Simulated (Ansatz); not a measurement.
Computed with Ansatz on PBE0-D4/def2-TZVP structures; ΔE is electronic, products minus reactants. CBS: MP2 limit from def2 TZ/QZ plus the TZ coupled-cluster correction, frozen cores. Functionals use def2-TZVPP. def2 core potentials past Kr. For Br, Se, Sn outer-core shells are correlated without core-valence functions, which leaves a few kJ/mol of doubt a bond. Scalar relativity is left out up to krypton. Each species was taken in one conformer, which may not be the lowest.

Consider the formal exchange of groups at the Se–Sn bond: `[Cl][SnH2][SeH]` + `[SiH3]Br` → `[SeH][SiH2]Br` + `[Cl][SnH3]`.

`[Cl][SnH2][SeH]`:

```xyz
6

Cl    0.831   -2.230    0.355
Sn    0.239   -0.154   -0.533
Se   -0.039    1.506    1.334
H     1.546    0.351   -1.493
H    -1.226   -0.420   -1.352
H    -1.350    0.947    1.688
```

`[SiH3]Br`:

```xyz
5

Si    0.030   -0.001    0.161
Br   -0.373    0.016   -2.022
H     1.067    1.014    0.453
H     0.505   -1.352    0.538
H    -1.228    0.323    0.871
```

`[SeH][SiH2]Br`:

Z-matrix (Å, degrees):
```
Si
Br 1 2.221
Se 1 2.263 2 113.4
H 1 1.479 2 108.3 3 -116.8
H 1 1.479 2 106.6 3 122.6
H 3 1.469 1 92.5 2 70.5
```

`[Cl][SnH3]`:

Z-matrix (Å, degrees):
```
Sn
Cl 1 2.334
H 1 1.700 2 106.1
H 1 1.700 2 106.1 3 -120.0
H 1 1.700 2 106.1 3 120.0
```

Task: Is it downhill or uphill in electronic energy at CCSD(T)/CBS, and by how much? (An estimate is asked.)

Result: Ansatz gave: Uphill: ΔE = +21.5 kJ/mol.

Task: What do these levels give: revPBE-D4, r2SCAN0-D4, ωB97X-V, CAM-B3LYP, RPA@PBE/def2-TZVPP, MP2/def2-QZVPP? (Best estimate.)

Result: Computed: revPBE-D4 13.5, r2SCAN0-D4 15.9, ωB97X-V 16.2, CAM-B3LYP 18.3, RPA@PBE/def2-TZVPP 16.2, MP2/def2-QZVPP 20.6 kJ/mol.

Largest T1 diagnostic among the species: 0.012.

In def2-TZVPP, CCSD(T) changes the Hartree–Fock value by −9.3 kJ/mol (the triples alone add −0.6 kJ/mol) and MP2 by −8.1 kJ/mol. Leaving LDA and LC-ωPBE aside and taking each functional with its dispersion term where it has one, the values, not all of them listed here, spread over 11.7 kJ/mol, from B97M-V to BHLYP-D4. LDA lies −6.3 kJ/mol from PBE without D4.
